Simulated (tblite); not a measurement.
Compound: C4H11B3OS.
SMILES with atom numbers: `[CH3:1][CH2:2][O:3][B:4]1[CH2:5][B:6]([CH3:7])[BH:8][S:9]1` (hydrogens: H10, H11, H12 on C1; H13, H14 on C2; H15, H16 on C5; H17, H18, H19 on C7; H20 on B8)

Computed with GFN2-xTB (tblite), gas phase: L-BFGS steps from a force-field or distance-geometry start until the largest atomic force falls under 0.01 eV/Å.

Geometry at step 1:
```
atom  x, y, z in Å
C1     -3.9067    0.4222   -0.3626
C2     -2.5465   -0.2642   -0.4385
O3     -1.5379    0.5290    0.1932
B4     -0.2879   -0.0502    0.0979
C5      1.0488    0.6795   -0.4012
B6      2.2896   -0.1596    0.1461
C7      3.6142    0.5303    0.6877
B8      1.9918   -1.7432   -0.2030
S9      0.1327   -1.9049   -0.1905
H10    -4.7152   -0.3263   -0.3556
H11    -3.9811    1.0122    0.5575
H12    -4.0278    1.1118   -1.2010
H13    -2.2310   -0.3897   -1.4950
H14    -2.6523   -1.2352    0.0699
H15     1.0223    0.5567   -1.5170
H16     1.0971    1.7154   -0.0976
H17     3.8040    0.3353    1.7576
H18     3.5479    1.6095    0.5323
H19     4.5096    0.1587    0.1608
H20     2.8234   -2.5766   -0.3534
```

Problem. What forces act on the atoms?

Solution. 
| atom | Fx (eV/Å) | Fy (eV/Å) | Fz (eV/Å) |
| --- | --- | --- | --- |
| C1 | -0.244 | 0.285 | 0.057 |
| C2 | -0.519 | 0.051 | 0.193 |
| O3 | 1.412 | -1.406 | -0.452 |
| B4 | 0.086 | 0.110 | -1.034 |
| C5 | 0.072 | 0.226 | 0.525 |
| B6 | 0.389 | 0.046 | -0.488 |
| C7 | -0.134 | 0.073 | 0.100 |
| B8 | -0.750 | 0.043 | 0.578 |
| S9 | 0.593 | -0.203 | 0.245 |
| H10 | 0.379 | 0.386 | -0.159 |
| H11 | 0.067 | -0.216 | -0.149 |
| H12 | -0.133 | -0.147 | 0.140 |
| H13 | -0.303 | -0.253 | 0.470 |
| H14 | 0.393 | 0.068 | -0.222 |
| H15 | -0.028 | 0.459 | 0.906 |
| H16 | -0.082 | 0.490 | -0.459 |
| H17 | -0.145 | 0.124 | -0.461 |
| H18 | 0.292 | -0.077 | 0.227 |
| H19 | -0.454 | 0.110 | 0.182 |
| H20 | -0.891 | -0.169 | -0.200 |

The largest, 2.04 eV/Å, acts on O3; the rms over all components is 0.445 eV/Å. The forces sum to zero within rounding, as they must for an isolated molecule in no field.

Problem. Give the force on O3 in Eh/bohr and in nN.

Solution. 2.043 eV/Å ÷ 51.422 = 0.03973 Eh/bohr, and 2.043 eV/Å × 1.602 = 3.27 nN.

Problem. How far is this geometry from the end of the optimisation?

Solution. 1.088 eV above it, and 1.218 Å rms away after alignment. The bonds farthest from their final lengths, with half the difference of the two atoms' forces along the bond (positive lengthens):

```json
{"bond": "B8–S9", "now (Å)": "1.866", "final (Å)": "1.784", "force along bond (eV/Å)": "-0.66"}
{"bond": "O3–B4", "now (Å)": "1.381", "final (Å)": "1.319", "force along bond (eV/Å)": "-0.90"}
{"bond": "B4–S9", "now (Å)": "1.924", "final (Å)": "1.868", "force along bond (eV/Å)": "+0.11"}
{"bond": "C5–H15", "now (Å)": "1.123", "final (Å)": "1.093", "force along bond (eV/Å)": "-0.20"}
{"bond": "C7–H17", "now (Å)": "1.104", "final (Å)": "1.088", "force along bond (eV/Å)": "-0.28"}
{"bond": "B8–H20", "now (Å)": "1.187", "final (Å)": "1.171", "force along bond (eV/Å)": "+0.07"}
```

The angle farthest from its final value is C2–O3–B4, 112.0° against 126.5°.

Of the 6 listed bonds off by 0.010 Å or more, this force points towards the final length in 4.

What follows is the cost of the whole relaxation. On an Arm Neoverse N1 with one thread, shared host, this took 2.9 s wall.
